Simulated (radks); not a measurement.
The numbers below are computed, except where a source is named.
Successive ionisation energies (eV) of one element, from differences of total energies of ions in their ground configurations, starting at charge 3: 42.982, 69.067, 82.920, 155.58, 188.46. Code: a radial shooting solver on a logarithmic mesh with Libxc functionals. Model: Dirac Kohn-Sham, LDA (Slater exchange, Perdew-Wang correlation), spin-unpolarised, spherical densities, point nucleus; open shells fill j = l - 1/2 first. Which element is it?

Answer. Selenium (Z = 34). The first species listed is Se3+ in [Ar] 3d10 4s2 4p1, the last Se7+ in [Ar] 3d9.
